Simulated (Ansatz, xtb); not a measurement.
# Two isomers of C4H11BFN

Structure I is `C[N+]1([BH2-]F)CCC1`, a singlet and structure II is `CC1(C)C[B@H-](F)[NH2+]1`, a singlet. Both are isolated molecules in the gas phase, relaxed with B3LYP/def2-SVP; each stands in its lowest conformer found.

Question: Estimate E(II) − E(I) at the level CCSD(T)/def2-SVP + ΔMP2/def2-TZVPP.

Answer: Calculated at CCSD(T)/def2-SVP + ΔMP2/def2-TZVPP: E(II) − E(I) = −24.7 kcal/mol, so structure II lies lower.

The same difference at several levels:

```csv
level,geometry,E(II) − E(I) (kcal/mol),departure from the last row (kcal/mol),"job, with rough time for the two"
GFN2-xTB,GFN2-xTB,−3.0,+21.7,"optimisation, 0.21 s"
HF/STO-3G,GFN2-xTB,−24.7,0.0,"single point, 0.36 s"
r2SCAN-D4/def2-SVP,GFN2-xTB,−28.2,−3.5,"single point, 3.9 s"
B3LYP/def2-SVP,B3LYP/def2-SVP,−25.9,−1.3,"optimisation, 55 s"
HF/def2-SVP,B3LYP/def2-SVP,−26.1,−1.4,part of the CCSD(T) run
MP2/def2-SVP,B3LYP/def2-SVP,−27.6,−3.0,part of the CCSD(T) run
CCSD(T)/def2-SVP,B3LYP/def2-SVP,−26.0,−1.3,single point
CCSD(T)/def2-SVP + ΔMP2/def2-TZVPP,B3LYP/def2-SVP,−24.7,,"single point, 1.9 min"
```

As drawn, II has 1 C–C, 1 C–B, 2 N–H in place of 2 C–N, 1 C–H, 1 B–H.

None of the levels shown reverses the order. The largest departure from CCSD(T)/def2-SVP + ΔMP2/def2-TZVPP is that of GFN2-xTB, 21.7 kcal/mol. The last row adds to CCSD(T) the change of the MP2 difference between the two basis sets, here +1.3 kcal/mol.

With thermal terms from frequencies at re-optimised GFN2-xTB minima (ideal gas, soft modes damped towards free rotors, one conformer each, 298.15 K, 1 atm): the zero-point term adds +0.5 kcal/mol; ΔH is −24.0 and ΔG −24.2 kcal/mol.

The correlated steps freeze 7 core orbitals. Mirror images aren't counted in ΔG. Codes used: Ansatz 0.2.0, xtb 6.7.1; the last row on 4 threads of Arm Neoverse V2 on a shared host.
